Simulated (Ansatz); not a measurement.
Reaction (cleavage of the Si–Si bond): `CN[SiH]([SiH3])Cl` + `B1CN1` → `[SiH3]N1BC1` + `CN[SiH2]Cl`

Gas-phase electronic energies from Ansatz, PBE0-D4/def2-TZVP geometries. CBS: MP2 limit from def2 TZ/QZ plus the TZ coupled-cluster correction, frozen cores. This one scheme is used for every species. Functionals use def2-TZVPP. HSE06 is defined as in plane-wave codes. One conformer a species, not always the lowest.

```csv
level,ΔE (kJ/mol)
r2SCAN-D4,-68.0
HSE06-D4,-57.6
revPBE,-55.3
HF/CBS(def2),-101.0
```

Task: What does CCSD(T)/CBS give? (An estimate is asked.)

Result: Ansatz gave: -74.0 kJ/mol. The listed levels differ from it by 6.0, 16.4, 18.7, -27.0 kJ/mol.

Largest T1 diagnostic among the species: 0.013.

In def2-TZVPP, CCSD(T) changes the Hartree–Fock value by +24.2 kJ/mol (the triples alone add +2.9 kJ/mol) and MP2 by +15.8 kJ/mol. At CCSD(T), def2-SVP lies +5.4 kJ/mol from the extrapolated value and def2-TZVPP −1.1 kJ/mol. From PBE to PBE0 (25 % exact exchange), in def2-TZVPP and without D4, ΔE moves by −6.8 kJ/mol.
